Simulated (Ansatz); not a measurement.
Reaction (substitution at a C–S bond): `CNCS[SiH3]` + `SS` → `CNCSS` + `[SiH3]S`

Gas-phase electronic energies from Ansatz, PBE0-D4/def2-TZVP geometries. CBS: MP2 limit from def2 TZ/QZ plus the TZ coupled-cluster correction, frozen cores. This one scheme is used for every species. DFT in def2-TZVPP. Each species was taken in one conformer, which may not be the lowest.

**Question.** Is it downhill or uphill in electronic energy at CCSD(T)/CBS, and by how much? (Best estimate.)

**Answer.** Computed: Downhill: ΔE = -0.25 eV.

**Question.** What do these levels give: PBE0-D4, ωB97M-V, B2PLYP, MP2/def2-QZVPP, SCS-MP2/def2-QZVPP, MP2/CBS(def2)? (An estimate is asked.)

**Answer.** Ansatz gave: PBE0-D4 -0.25, ωB97M-V -0.25, B2PLYP -0.25, MP2/def2-QZVPP -0.27, SCS-MP2/def2-QZVPP -0.24, MP2/CBS(def2) -0.27 eV.

Largest T1 diagnostic among the species: 0.012.

In def2-TZVPP, CCSD(T) changes the Hartree–Fock value by −0.05 eV (the triples alone add −0.01 eV) and MP2 by −0.07 eV.
